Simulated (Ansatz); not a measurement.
`[F][Sn]([F])([F])[F]` + H₂O → `[OH][Sn]([F])([F])[F]` + H–F at 500 K and 1 bar (formal hydrolysis of the Sn–F bond).

Isolated molecules relaxed with PBE0-D4/def2-TZVP in Ansatz; ΔE leaves out vibrations. CCSD(T)/CBS is the MP2 limit (def2-TZVPP, def2-QZVPP) plus CCSD(T) − MP2 in def2-TZVPP, frozen cores. This one scheme is used for every species. Elements past krypton have def2 core potentials. For Sn outer-core shells are correlated without core-valence functions, which leaves a few kJ/mol of doubt a bond. One conformer a species, not always the lowest.

```
                species  CCSD(T)/CBS energy (Eh)  H − E (kJ/mol)  S (J/(mol·K))
 `[F][Sn]([F])([F])[F]`               -613.31403            59.5          372.6
                    H₂O                -76.37941            73.2          206.3
`[OH][Sn]([F])([F])[F]`               -589.29279            92.9          417.1
                    H–F               -100.39570            39.4          188.7
```

H − E and S are ideal-gas, rigid-rotor, harmonic terms from PBE0-D4/def2-TZVP, for one conformer and one mirror image of each species. 1 Eh = 2625.50 kJ/mol, R = 8.31446 J/(mol·K).

Q: By hand: ΔE, ΔH, ΔS and ΔG.

A: ΔE = (-589.29279) + (-100.39570) − (-613.31403) − (-76.37941) = 0.00495 Eh = 13.0 kJ/mol. Δ(H − E) = 92.9 + 39.4 − 59.5 − 73.2 = -0.4, so ΔH = 12.6 kJ/mol. ΔS = 417.1 + 188.7 − 372.6 − 206.3 = 26.9 J/(mol·K). ΔG = 12.6 − 500 × (26.9)/1000 = -0.8 kJ/mol.

Q: By hand: the equilibrium constant, and the temperature at which ΔG would vanish if ΔH and ΔS stayed fixed.

A: log₁₀ K = −ΔG/(RT ln 10) = 0.1. ΔG = 0 at ΔH/ΔS = 468 K.

TΔS isn't small against ΔH here. The sign of ΔG lies within the doubt. A doubt of 5 kJ/mol in ΔE shifts log₁₀ K by 0.5 here. Other conformers and mirror images would add mixing entropy, several J/(mol·K) or more a flexible species. These are equilibria of isolated gas molecules and say nothing of rates. Largest T1 diagnostic: 0.015 (customary marks: 0.02 for closed shells, 0.045 for open ones).
